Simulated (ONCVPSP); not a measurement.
## beryllium: one change to an ONCV potential, before and after

```
Element                 : Be (Z = 4)
Generator               : ONCVPSP 4.0.1
Type                    : optimised norm-conserving Vanderbilt (ONCV)
Functional              : PBE
Relativity              : scalar-relativistic
Frozen core             : none
Valence charge          : 4
Reference configuration : 1s2 2s1.5 (charge +0.5)
Partial waves           : 1s+2s: rc 0.70 bohr, ncon 3, nbas 6, qcut 17.7 1/bohr, 2 projectors; p scattering state at 0.04 Ha: rc 0.55 bohr, ncon 4, nbas 7, qcut 13.4 1/bohr, 2 projectors, debl 0.7 Ha; d scattering state at 0.23 Ha: rc 0.55 bohr, ncon 4, nbas 7, qcut 16.9 1/bohr, 2 projectors, debl 3.8 Ha
Local potential         : polynomial inside 0.50 bohr (lpopt 4, dvloc0 3 Ha)
Core correction         : none
```

All-electron outer shells of the reference configuration (PBE, scalar-relativistic, ld1.x):

| shell | level (eV) | outermost node (bohr) | outermost maximum (bohr) |
| --- | --- | --- | --- |
| 1s | -111.59 | – | 0.27 |
| 2s | -9.50 | 0.59 | 1.97 |

Change: s: qcut 21.6; p: qcut 16.3; d: qcut 20.6.

Cutoffs: the cutoffs (Ha) at which the residual kinetic energy of the hardest occupied pseudo-wave falls to 1 and 0.1 mHa per electron; they do not see the model core or the augmentation charge, which bear on the density cutoff. Errors are all-electron minus pseudo energies relative to the spin-unpolarised reference configuration.

Predict the effect on cutoff, ghosts and configuration errors.

The potential gets harder (109 Ha and 128 Ha → 124 Ha and 147 Ha); the errors of the 4 common tests hardly move; neither file shows a bound ghost.

```csv
quantity,base,changed
"cutoff, loose",109 Ha,124 Ha
"cutoff, tight",128 Ha,147 Ha
bound ghosts,none,none
GHOST(+) flags under 300 eV,none,none
"error for 1s2 2s2, meV [ΔE -3.76 eV]",0.0,0.0
"error for 1s2 2s1, meV [ΔE 5.79 eV]",+0.2,+0.2
"error for 1s2 2s0, meV [ΔE 23.74 eV]",+2.1,+1.8
"error for 1s2 2s1 2p1, meV [ΔE -0.15 eV]",+0.2,+0.2
s: phases at 0.71 bohr within 0.05 rad from the reference energy up to (Ha; the scan ends near 5),to the end of the scan,to the end of the scan
p: phases at 0.56 bohr within 0.05 rad from the reference energy up to (Ha; the scan ends near 5),to the end of the scan,to the end of the scan
d: phases at 0.56 bohr within 0.05 rad from the reference energy up to (Ha; the scan ends near 5),to the end of the scan,to the end of the scan
```
